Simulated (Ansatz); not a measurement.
Calculated with Ansatz (gas phase, PBE0-D4/def2-TZVP geometries, no zero-point term in ΔE). CCSD(T)/CBS is the MP2 limit (def2-TZVPP, def2-QZVPP) plus CCSD(T) − MP2 in def2-TZVPP, frozen cores. DFT in def2-TZVPP. One conformer a species, not always the lowest.

Consider the redistribution: `BC[SiH](C)Cl` + `C[SiH](F)[SiH2]O` → `C[SiH](Cl)[SiH2]O` + `BC[SiH](C)F`.

`BC[SiH](C)Cl`:

Cartesian coordinates in Å:
```
B 0.984 -1.536 -1.405
C -0.182 -0.634 -0.968
Si 0.353 0.386 0.516
C -1.056 1.390 1.192
Cl 1.032 -0.872 2.010
H 1.872 -1.090 -2.074
H 1.051 -2.675 -1.046
H -1.088 -1.164 -0.662
H -0.427 0.146 -1.702
H 1.497 1.255 0.146
H -0.730 1.968 2.059
H -1.880 0.742 1.500
H -1.426 2.084 0.433
```

`C[SiH](F)[SiH2]O`:

Cartesian coordinates in Å:
```
C -1.758 -0.703 0.178
Si -0.486 0.570 0.650
F -0.877 1.966 -0.066
Si 1.684 0.016 -0.072
O 1.751 -0.116 -1.721
H -2.762 -0.370 0.451
H -1.737 -0.904 -0.896
H -1.556 -1.642 0.701
H -0.524 0.813 2.120
H 2.662 1.025 0.433
H 2.078 -1.318 0.452
H 1.526 0.664 -2.230
```

`C[SiH](Cl)[SiH2]O`:

Z-matrix (Å, degrees):
```
C
Si 1 1.863
H 1 1.094 2 109.8
H 1 1.092 2 110.7 3 119.8
H 1 1.092 2 110.8 3 -119.6
Cl 2 2.087 1 108.3 3 -177.8
Si 2 2.348 1 114.8 3 68.3
H 2 1.487 1 110.5 3 -61.6
O 7 1.652 2 108.1 1 74.3
H 7 1.491 2 109.2 1 -163.5
H 7 1.485 2 112.6 1 -42.8
H 9 0.960 7 115.8 2 44.3
```

`BC[SiH](C)F`:

```xyz
13

B    -0.526    1.806   -0.495
C     0.781    1.005   -0.457
Si    0.599   -0.496    0.658
C    -0.742   -1.645    0.098
F     2.000   -1.280    0.607
H    -0.753    2.652    0.322
H    -1.373    1.557   -1.306
H     1.069    0.574   -1.422
H     1.624    1.547   -0.015
H     0.401   -0.077    2.068
H    -0.601   -1.936   -0.946
H    -1.717   -1.155    0.181
H    -0.763   -2.551    0.708
```

```
        level  ΔE (kJ/mol)
      ωB97M-V        -11.9
HF/def2-QZVPP         -8.9
```

What does CCSD(T)/CBS give? (Best estimate.)

The calculation gave: -11.3 kJ/mol. The listed levels differ from it by -0.6, 2.4 kJ/mol.

Largest T1 diagnostic among the species: 0.012.
